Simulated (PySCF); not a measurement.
# BiSe⁺: frontier orbitals

PBE0 at R = 2.362 Å; Bi def2-SVP with ECP60, Se def2-SVP; scalar-relativistic core potentials (PySCF 2.14). State: triplet, unpaired electrons π ↑↑, a mixture of terms (⟨Lz²⟩ = 2.0), a second solution, started from another occupation. Only the outer orbitals are listed, counted within each symmetry, core potentials removing the inner ones.

```json
{"spin": "α", "orbital": "10σ", "occ.": "1", "ε (eV)": "-26.89", "on Bi (%)": "30", "main shells (%)": "67 Se s, 25 Bi s"}
{"spin": "α", "orbital": "11σ", "occ.": "1", "ε (eV)": "-22.20", "on Bi (%)": "67", "main shells (%)": "67 Bi s, 28 Se s"}
{"spin": "α", "orbital": "6π", "occ.": "1", "ε (eV)": "-15.39", "on Bi (%)": "19", "main shells (%)": "80 Se p, 17 Bi p"}
{"spin": "α", "orbital": "12σ", "occ.": "1", "ε (eV)": "-14.92", "on Bi (%)": "41", "main shells (%)": "56 Se p, 33 Bi p"}
{"spin": "α", "orbital": "6π", "occ.": "1", "ε (eV)": "-14.28", "on Bi (%)": "23", "main shells (%)": "76 Se p, 22 Bi p"}
{"spin": "α", "orbital": "7π", "occ.": "1", "ε (eV)": "-11.70", "on Bi (%)": "81", "main shells (%)": "82 Bi p, 18 Se p"}
{"spin": "α", "orbital": "7π", "occ.": "0", "ε (eV)": "-9.54", "on Bi (%)": "77", "main shells (%)": "77 Bi p, 22 Se p"}
{"spin": "α", "orbital": "13σ", "occ.": "0", "ε (eV)": "-6.08", "on Bi (%)": "73", "main shells (%)": "72 Bi p, 30 Se p"}
{"spin": "α", "orbital": "14σ", "occ.": "0", "ε (eV)": "-1.15", "on Bi (%)": "83", "main shells (%)": "64 Bi s, 12 Bi p, 10 Se d"}
{"spin": "β", "orbital": "10σ", "occ.": "1", "ε (eV)": "-25.76", "on Bi (%)": "33", "main shells (%)": "62 Se s, 28 Bi s"}
{"spin": "β", "orbital": "11σ", "occ.": "1", "ε (eV)": "-21.17", "on Bi (%)": "64", "main shells (%)": "63 Bi s, 32 Se s"}
{"spin": "β", "orbital": "12σ", "occ.": "1", "ε (eV)": "-14.44", "on Bi (%)": "41", "main shells (%)": "56 Se p, 33 Bi p"}
{"spin": "β", "orbital": "6π", "occ.": "1", "ε (eV)": "-13.86", "on Bi (%)": "24", "main shells (%)": "75 Se p, 22 Bi p"}
{"spin": "β", "orbital": "6π", "occ.": "0", "ε (eV)": "-11.24", "on Bi (%)": "29", "main shells (%)": "70 Se p, 28 Bi p"}
{"spin": "β", "orbital": "7π", "occ.": "0", "ε (eV)": "-9.14", "on Bi (%)": "77", "main shells (%)": "76 Bi p, 23 Se p"}
{"spin": "β", "orbital": "7π", "occ.": "0", "ε (eV)": "-8.14", "on Bi (%)": "71", "main shells (%)": "71 Bi p, 28 Se p"}
```

**Question.** Which are the highest filled and the lowest empty level, where do they sit, and how wide is the gap?

**Answer.** Highest filled α 7π at -11.70 eV (in %: 82 Bi p, 18 Se p); lowest empty β 6π at -11.24 eV (in %: 70 Se p, 28 Bi p); the gap at PBE0 is 0.46 eV.

| Quantity | Value |
| --- | --- |
| bond order (Mayer) | 1.66 |
| ⟨S²⟩ | 2.004 |
| charge on Bi (Mulliken, basis-dependent) | 0.79 |
| charge on Bi (Löwdin, basis-dependent) | 0.68 |
| dipole moment (positive dipole points towards Se; it is taken about the centre of mass and depends on that origin) | -0.32 D |

Spin–orbit coupling is left out, which matters for elements this heavy, above all for dissociation energies.
